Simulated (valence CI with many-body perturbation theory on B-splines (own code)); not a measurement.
## E1 transitions of Tm56+

Computed by relativistic CI+MBPT: three valence electrons over a frozen Dirac-Fock core [Ne], radial functions for each j: 11 s, 11 p, 9 d, 7 f, 5 g, 2 h, 1 i, with the one-electron correlation potential Σ1 (screened to all orders), the two-electron term Σ2, the three-electron term Σ3, Breit, model QED; selected single and double excitations, second order for the rest (own B-spline code, finite nucleus).

No measured spectrum was set against this ion. As an estimate, large intervals hold to a few tenths of a per cent, small ones and those within an open d or f shell to about a per cent.

Lines 51 to 100 of 256 in falling wavelength, among levels below 1163.6 eV, chosen from the strongest by gf and those to the six lowest levels. Wavelengths and rates use the calculated energies. Electric multipoles are in the length gauge, E1 and E2 with the static RPA response of the core. Weak lines are less certain than strong ones. Lines between different terms over intervals too small for the method are left out, as are lines whose strength nearly cancels. The highest levels of a list are the least certain.

Levels are named by their leading jj configuration (3d3/2^4 stands for four electrons in 3d with j = 3/2), which in mixed levels can hold well under half, so a name can repeat and another be missing. Letters in brackets count levels of one name in rising energy.

| λ vac (nm) | Upper | Lower | A (s⁻¹) | log gf | Branch % |
| --- | --- | --- | --- | --- | --- |
| 5.317 | (3s 3p1/2 3d3/2) J=1/2 | (3s 3p1/2 3p3/2) J=3/2 [a] | 5.01e+09 | -2.37 | 0.4 |
| 5.204 | (3s 3p1/2 3d3/2) J=3/2 [b] | (3s 3p1/2 3p3/2) J=3/2 [a] | 4.47e+09 | -2.14 | 0.2 |
| 5.100 | (3s 3d3/2 3d5/2) J=3/2 [b] | (3s 3p3/2 3d3/2) J=1/2 [b] | 5.18e+10 | -1.09 | 2.9 |
| 5.083 | (3s 3d3/2 3d5/2) J=5/2 [b] | (3s 3p3/2 3d3/2) J=5/2 [b] | 4.15e+10 | -1.02 | 2.2 |
| 5.079 | (3s 3d3/2 3d5/2) J=7/2 [b] | (3s 3p3/2 3d3/2) J=5/2 [b] | 1.45e+11 | -0.35 | 12.3 |
| 4.995 | (3p1/2 3p3/2 3d5/2) J=3/2 [a] | (3p1/2 3p3/2^2) J=3/2 | 7.42e+10 | -0.95 | 7.6 |
| 4.954 | (3s 3p1/2 3d5/2) J=3/2 | (3s 3p1/2 3p3/2) J=1/2 | 1.36e+11 | -0.70 | 27.1 |
| 4.911 | (3s 3p1/2 3d5/2) J=5/2 [a] | (3s 3p1/2 3p3/2) J=5/2 | 6.54e+09 | -1.85 | 3.1 |
| 4.907 | (3s 3d3/2 3d5/2) J=1/2 | (3s 3p3/2 3d3/2) J=1/2 [b] | 1.53e+11 | -0.96 | 7.1 |
| 4.872 | (3s 3p1/2 3d5/2) J=5/2 [b] | (3s 3p1/2 3p3/2) J=3/2 [b] | 1.09e+11 | -0.63 | 57.9 |
| 4.819 | (3s 3d3/2 3d5/2) J=5/2 [b] | (3s 3p3/2 3d3/2) J=3/2 [b] | 1.06e+11 | -0.65 | 5.7 |
| 4.817 | (3p1/2 3p3/2 3d5/2) J=5/2 [a] | (3p1/2 3p3/2^2) J=5/2 | 7.19e+10 | -0.82 | 5.0 |
| 4.781 | (3s 3p1/2 3d5/2) J=3/2 | (3s 3p1/2 3p3/2) J=3/2 [b] | 4.70e+10 | -1.19 | 9.3 |
| 4.776 | (3s 3p3/2 3d5/2) J=5/2 [a] | (3s 3p3/2^2) J=5/2 | 1.54e+11 | -0.50 | 28.7 |
| 4.758 | (3p1/2 3p3/2 3d5/2) J=1/2 | (3p1/2 3p3/2^2) J=1/2 | 2.34e+11 | -0.80 | 27.2 |
| 4.752 | (3s 3p3/2 3d5/2) J=1/2 | (3s 3p3/2^2) J=1/2 | 2.85e+11 | -0.71 | 49.3 |
| 4.751 | (3s 3d3/2 3d5/2) J=3/2 [b] | (3s 3p3/2 3d3/2) J=3/2 [b] | 1.05e+11 | -0.85 | 6.0 |
| 4.729 | (3s 3d3/2 3d5/2) J=7/2 [a] | (3s 3p3/2 3d3/2) J=5/2 [a] | 1.74e+11 | -0.33 | 11.5 |
| 4.707 | (3p1/2 3p3/2 3d5/2) J=3/2 [b] | (3p1/2 3p3/2^2) J=1/2 | 1.36e+11 | -0.74 | 11.5 |
| 4.684 | (3s 3p1/2 3d5/2) J=7/2 | (3s 3p1/2 3p3/2) J=5/2 | 1.31e+11 | -0.46 | 87.6 |
| 4.681 | (3s^2 3d5/2) J=5/2 | (3s^2 3p3/2) J=3/2 | 2.04e+11 | -0.40 | 100.0 |
| 4.660 | (3p1/2^2 3d5/2) J=5/2 | (3p1/2^2 3p3/2) J=3/2 | 9.86e+10 | -0.72 | 39.8 |
| 4.658 | (3p1/2 3p3/2 3d5/2) J=5/2 [b] | (3p1/2 3p3/2^2) J=3/2 | 3.63e+11 | -0.15 | 30.6 |
| 4.654 | (3s 3p3/2 3d5/2) J=5/2 [b] | (3s 3p3/2^2) J=3/2 | 4.00e+11 | -0.11 | 22.8 |
| 4.631 | (3p1/2 3p3/2 3d5/2) J=7/2 [b] | (3p1/2 3p3/2^2) J=5/2 | 2.61e+11 | -0.17 | 36.6 |
| 4.620 | (3s 3p3/2 3d5/2) J=7/2 [a] | (3s 3p3/2^2) J=5/2 | 2.13e+11 | -0.26 | 53.4 |
| 4.612 | (3s 3p1/2 3d5/2) J=5/2 [a] | (3s 3p1/2 3p3/2) J=3/2 [a] | 1.98e+11 | -0.42 | 95.3 |
| 4.611 | (3s 3d3/2 3d5/2) J=5/2 [a] | (3s 3p3/2 3d3/2) J=3/2 [a] | 1.86e+11 | -0.45 | 13.0 |
| 4.587 | (3p1/2 3p3/2 3d5/2) J=5/2 [b] | (3p1/2 3p3/2^2) J=5/2 | 4.37e+10 | -1.08 | 3.7 |
| 4.586 | (3s 3p3/2 3d5/2) J=3/2 [b] | (3s 3p3/2^2) J=1/2 | 1.92e+11 | -0.62 | 11.2 |
| 4.579 | (3s 3p3/2 3d5/2) J=3/2 [a] | (3s 3p3/2^2) J=5/2 | 5.64e+10 | -1.15 | 8.9 |
| 4.552 | (3s 3d3/2 3d5/2) J=3/2 [a] | (3s 3p3/2 3d3/2) J=1/2 [a] | 1.78e+11 | -0.65 | 13.2 |
| 4.528 | (3s 3d3/2 3d5/2) J=9/2 | (3s 3p3/2 3d3/2) J=7/2 | 2.63e+11 | -0.09 | 18.9 |
| 4.527 | (3s 3d3/2 3d5/2) J=3/2 [a] | (3s 3p3/2 3d3/2) J=3/2 [a] | 5.59e+10 | -1.16 | 4.1 |
| 4.519 | (3s 3p1/2 3d5/2) J=5/2 [b] | (3s 3p1/2 3p3/2) J=5/2 | 5.69e+10 | -0.98 | 30.3 |
| 4.440 | (3s 3p1/2 3d5/2) J=3/2 | (3s 3p1/2 3p3/2) J=5/2 | 1.97e+10 | -1.63 | 3.9 |
| 4.396 | (3s 3d3/2 3d5/2) J=7/2 [b] | (3s 3p3/2 3d3/2) J=7/2 | 5.26e+10 | -0.91 | 4.4 |
| 4.349 | (3s 3d3/2 3d5/2) J=5/2 [b] | (3s 3p3/2 3d3/2) J=5/2 [a] | 7.28e+10 | -0.91 | 3.9 |
| 4.344 | (3s 3p3/2 3d5/2) J=7/2 [b] | (3s 3p3/2^2) J=5/2 | 2.17e+11 | -0.31 | 16.2 |
| 4.264 | (3s 3p1/2 3d5/2) J=5/2 [b] | (3s 3p1/2 3p3/2) J=3/2 [a] | 6.07e+09 | -2.00 | 3.2 |
| 4.194 | (3s 3p1/2 3d5/2) J=3/2 | (3s 3p1/2 3p3/2) J=3/2 [a] | 4.55e+10 | -1.32 | 9.1 |
| 4.048 | (3s 3p3/2 3d5/2) J=5/2 [b] | (3s 3p3/2^2) J=5/2 | 4.89e+10 | -1.14 | 2.8 |
| 3.235 | (3s 3p1/2 3p3/2) J=3/2 [a] | (3s^2 3p1/2) J=1/2 | 5.77e+09 | -2.44 | 76.7 |
| 3.182 | (3p1/2 3p3/2 3d5/2) J=7/2 [a] | (3s 3p1/2 3d5/2) J=5/2 [b] | 6.42e+10 | -1.11 | 7.1 |
| 3.180 | (3s 3p3/2 3d5/2) J=5/2 [a] | (3s^2 3d5/2) J=5/2 | 2.47e+11 | -0.65 | 46.1 |
| 3.137 | (3s 3p3/2^2) J=5/2 | (3s^2 3p3/2) J=3/2 | 4.24e+11 | -0.43 | 100.0 |
| 3.134 | (3p1/2 3p3/2 3d5/2) J=3/2 [a] | (3s 3p1/2 3d5/2) J=3/2 | 4.56e+11 | -0.57 | 46.9 |
| 3.118 | (3p1/2 3p3/2^2) J=3/2 | (3s 3p1/2 3p3/2) J=1/2 | 7.00e+11 | -0.39 | 37.5 |
| 3.110 | (3s 3p3/2 3d5/2) J=7/2 [a] | (3s^2 3d5/2) J=5/2 | 9.71e+10 | -0.95 | 24.4 |
| 3.105 | (3p1/2 3p3/2 3d5/2) J=7/2 [a] | (3s 3p1/2 3d5/2) J=7/2 | 6.44e+10 | -1.13 | 7.1 |
